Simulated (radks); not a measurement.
The numbers below are computed, except where a source is named.
Species: Ta8+. Configuration: [Kr] 4d10 4f13 5s2 5p4.

Level of theory: scalar-relativistic Kohn-Sham, PBE, spin-unpolarised, spherical densities, finite nucleus; Fermi nuclear charge, rms radius 5.3507 fm (a radial shooting solver on a logarithmic mesh with Libxc functionals).

Energy parts (Ry):
| part | energy |
|---|---|
| total | -31168.5368 |
| kinetic | 34237.9736 |
| electron-nucleus | -76359.9631 |
| Hartree | 11574.6940 |
| exchange-correlation | -621.2413 |

Orbitals (lengths in bohr, moments of r in powers of bohr; r(max) is where P^2 peaks):
orbital,occ.,eigenvalue (Ry),r(max)
1s,2,-4959.436,0.01168
2s,2,-860.0192,0.06686
2p,6,-755.0165,0.05476
3s,2,-204.3281,0.1887
3p,6,-173.0814,0.1865
3d,10,-136.5796,0.1519
4s,2,-49.10847,0.4286
4p,6,-38.83380,0.4491
4d,10,-25.66327,0.4606
4f,13,-11.01751,0.4369
5s,2,-13.90026,0.9631
5p,4,-11.11240,1.069

The highest occupied level is 4f at -149.90 eV. The electron density at the nucleus is 1.395e+06 e/bohr^3 (large components only).
